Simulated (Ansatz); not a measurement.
Mulliken charges of B2FH5Si, SMILES `B[SiH](B)F` from ωB97M-V/def2-TZVPP in Ansatz (PBE0-D4/def2-TZVP geometry).

```csv
atom,x (Å),y (Å),z (Å),charge (e)
B1,-0.751,1.310,-0.724,-0.224
Si2,0.453,-0.274,-0.525,0.431
B3,0.212,-1.045,1.305,-0.224
F4,0.268,-1.362,-1.700,-0.329
H5,-1.622,1.376,-1.539,0.100
H6,-0.606,2.230,0.027,0.097
H7,1.862,0.224,-0.615,-0.047
H8,-0.177,-2.157,1.504,0.100
H9,0.449,-0.349,2.249,0.097
```

**Question.** By hand: the dipole of these point charges (1 e Å = 4.8032 D).

**Answer.** Σ q r = (-0.055, 0.364, 0.449) e Å, of length 0.581 e Å = 2.79 D.

**Question.** How does the dipole of the full density compare? (Estimate.)

**Answer.** The calculation gave: (-0.031, 0.178, 0.221) e Å, 1.37 D; the point charges give 2.04 times that, at 1° from its direction.

Point charges leave out the atoms' own dipoles, such as those of lone pairs, and Mulliken's split depends on the basis, so the two needn't agree.
